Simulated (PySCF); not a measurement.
Compound: i-propyl bromide, C3H7Br.
Bonds: C1–C2, C2–C3, C2–Br4. Hydrogens: H5, H6, H7 on C1; H8 on C2; H9, H10, H11 on C3.

Method: PBE0-D3(BJ)/def2-SVP geometry optimisation, gas phase (PySCF 2.14.0); density fitting, grid level 1; the optimiser is geomeTRIC in internal coordinates, started from an MMFF94s structure with every atom displaced at random (about 0.03 Å).

Step 0: E = -73248.7223 eV
```
atom  x, y, z in Å  |  force x, y, z in eV/Å
C1     -1.1164   -0.6231    0.0643   -2.817   5.221  -1.121
C2     -0.1294    0.4906   -0.2633    0.254  -0.719   0.220
C3      1.2350   -0.0089   -0.0213    2.315  -0.123   3.023
Br4    -0.3320    2.0788    0.8586   -0.454   0.057  -0.022
H5     -1.1385   -0.8775    1.0680    0.408  -0.803   2.408
H6     -1.0439   -1.4121   -0.5798    0.587  -2.653  -1.916
H7     -2.1495   -0.1598   -0.1325    0.954  -0.800   0.248
H8     -0.1568    0.8608   -1.2985   -0.576  -0.047   0.029
H9      1.4160   -0.2978    1.1145   -0.593   0.410  -2.024
H10     1.5012   -0.8873   -0.5910   -0.060  -0.604  -0.579
H11     2.0125    0.7507   -0.1882   -0.020   0.061  -0.267
```

Step 1: E = -73249.2322 eV
```
atom  x, y, z in Å  |  force x, y, z in eV/Å
C1     -1.1654   -0.5548    0.0634   -0.152  -0.320   0.075
C2     -0.0989    0.4765   -0.2608    0.349   0.058  -0.392
C3      1.3275   -0.0013    0.0026   -0.529  -0.227   0.276
Br4    -0.4207    2.0921    0.8161   -0.053   0.013  -0.011
H5     -1.1035   -0.8032    1.1533   -0.032  -0.182  -0.665
H6     -1.0570   -1.4729   -0.5873    0.102   0.635   0.664
H7     -2.1849   -0.1609   -0.1173    0.292   0.000   0.011
H8     -0.1982    0.8323   -1.3011   -0.036  -0.009   0.143
H9      1.3321   -0.4271    1.0165    0.334   0.192   0.175
H10     1.5646   -0.8477   -0.6557    0.043   0.008  -0.291
H11     2.1024    0.7815   -0.0989   -0.319  -0.167   0.017
```

Problem. Estimate the geometry and energy of step 2. (The exact step hangs on the optimiser's Hessian estimate; all steps are aligned on step 1, rigid shifts and turns removed.)

Solution. E = -73249.3007 eV, largest force 0.251 eV/Å
```
atom  x, y, z in Å  |  force x, y, z in eV/Å
C1     -1.1649   -0.5445    0.0642   -0.098  -0.126  -0.034
C2     -0.0979    0.4769   -0.2541    0.140  -0.087   0.081
C3      1.3083   -0.0232    0.0181   -0.159  -0.114   0.028
Br4    -0.4237    2.1008    0.8105   -0.010   0.024   0.006
H5     -1.1207   -0.8342    1.1292    0.027  -0.050  -0.167
H6     -1.0240   -1.4445   -0.5696    0.009   0.159   0.194
H7     -2.1695   -0.1469   -0.1322   -0.036   0.003  -0.024
H8     -0.1945    0.8293   -1.2914    0.030   0.000   0.022
H9      1.3920   -0.4154    1.0458    0.006   0.124  -0.048
H10     1.5428   -0.8546   -0.6681   -0.003   0.041  -0.033
H11     2.0502    0.7708   -0.1216    0.096   0.026  -0.024
```

The energy changes by -0.0685 eV. The first-order estimate −F·Δx gives -0.1232 eV and the mean of the old and new forces, exact on a quadratic surface, -0.0690 eV. The step makes an angle of 52° with the force vector and moves no atom by more than 0.068 Å.

The cost below is that of the whole optimisation. Time: 36 s; peak memory 0.44 GiB. Hardware: one thread of an Arm Neoverse V1, shared host with 32 logical CPUs at a one-minute load of 13.
